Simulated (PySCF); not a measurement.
# Removing an electron from BiH2I

Compound: BiH2I.
Z-matrix (Å and degrees, PBE0-D3(BJ)/def2-SVP geometry), rows numbered from 1:
```
Bi
H   1  1.7996
H   1  1.7997  2   89.33
I   1  2.8292  2   93.62  3    93.56
```

Level: CAM-B3LYP/def2-SVPD (PySCF). Frontier orbitals with their largest atomic shares (Löwdin; up to four atoms above 4 %):

```tsv
orbital	ε (eV)	main atoms
HOMO−3	-10.55	Bi1 42 %, I4 35 %, H3 12 %, H2 12 %
HOMO−2	-9.54	I4 51 %, Bi1 42 %
HOMO−1	-8.53	I4 89 %, Bi1 6 %
HOMO	-8.34	?
LUMO	-1.47	Bi1 55 %, I4 35 %, H2 5 %, H3 5 %
LUMO+1	0.18	Bi1 58 %, I4 17 %, H3 12 %, H2 12 %
LUMO+2	0.27	Bi1 65 %, H2 14 %, H3 14 %, I4 7 %
```

**Question.** What vertical ionisation energy does ΔSCF give, and how far is −ε(HOMO) from it?

**Answer.** ΔSCF: 9.27 eV (894 kJ/mol; threshold wavelength 134 nm); ⟨S²⟩ of the doublet left behind is 0.755, against 0.75 for a pure doublet. −ε(HOMO) is 8.34 eV, 0.93 eV below it. For the exact functional −ε(HOMO) would equal the first vertical ionisation energy; CAM-B3LYP (range-separated hybrid) falls short of its own ΔSCF value by 10 %. Holes in the HOMO−1 and HOMO−2 were tried too where these lie within 1.2 eV of the HOMO; the lowest converged state counts.

**Question.** On which atoms does the HOMO lie?

**Answer.** I4 (iodine bonded to Bi) 77 %, Bi1 (bismuth bonded to I and 2 H) 15 %, so more than half of it is on one atom. The HOMO−1 lies 0.19 eV lower.

**Question.** And the vertical electron affinity, the fundamental gap, Mulliken's electronegativity and the hardness (with the factor ½)?

**Answer.** EA = 0.72 eV by ΔSCF (−ε(LUMO) = 1.47 eV). IE − EA = 8.55 eV against an orbital gap of 6.87 eV; (IE + EA)/2 = 5.00 eV; (IE − EA)/2 = 4.27 eV.

**Question.** How many of the 10 lowest singlet excitations (vertical TDDFT, same level) lie below the ionisation energy?

**Answer.** All 10; they run from 3.68 to 6.75 eV.

**Question.** Shift the occupied levels rigidly so that −ε(HOMO) equals the ΔSCF value. What binding energies result?

**Answer.** The shift is +0.93 eV: HOMO 9.27, HOMO−1 9.46, HOMO−2 10.47, HOMO−3 11.48 eV. A rigid shift is only a rough guide to the deeper ionisations.

**Question.** What kinetic energy would electrons from this vertical process carry with He II light (40.814 eV)?

**Answer.** 40.81 − 9.27 = 31.54 eV.

Isolated species at its PBE0-D3(BJ)/def2-SVP geometry, gas phase. Atoms past krypton carry effective core potentials; spin–orbit coupling is left out.
